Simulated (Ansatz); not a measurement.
F₃Sb (SMILES [F][Sb]([F])[F]), singlet, geometry from GFN2-xTB (core potentials on Sb); BLYP/def2-SV(P) in Ansatz (a first-principles code).

Input for Ansatz:
Ansatz 0.2 input:
```yaml
crystal:
  periodic: [false, false, false]
  atoms:
    - {symbol: Sb, position_ang: [0.00179571, -0.00268353, 0.40263206]}
    - {symbol: F, position_ang: [-1.26106459, -0.92708194, -0.76113086]}
    - {symbol: F, position_ang: [-0.18179938, 1.56028347, -0.74936608]}
    - {symbol: F, position_ang: [1.43268829, -0.61799484, -0.77108473]}
basis:
  gaussian:
    orbitals: def2-SV_P_.json
    occupation: {up: {"A'": 17, "A''": 8}, down: {"A'": 17, "A''": 8}}
hamiltonian:
  xc: blyp
```
The basis file holds def2-SV(P) in the JSON format of the Basis Set Exchange.

What the program printed (banner, timings and long lists left out):

```
Functional definition: BLYP
the irreps are read with x along [0.005, -0.006, 1.000], y along [-0.803, -0.595, 0.000] and z along [0.595, -0.803, -0.008] of the geometry given
760 factors; their error is unknown
mean field evaluation 1: about -14664.9977 eV, gradient 2.0e1 eV
mean field evaluation 2: about -14665.8602 eV, gradient 5.9e-1 eV
mean field evaluation 4: about -14665.8753 eV, gradient 2.8e-2 eV
mean field evaluation 8: about -14665.8451 eV, gradient 2.7e-4 eV
mean field -14665.84514078 eV, -538.9598680568 hartree, gradient 9.4e-7 eV, S^2 0.000000; 0 other end points of the search recorded, 0 dependent functions left out
reference -14665.84539613 eV, -538.9598774407 hartree; 25, 25 occupied and 43, 43 virtual orbitals, 760 factors
Total energy: -14665.84539613 eV, -538.9598774407 hartree
```
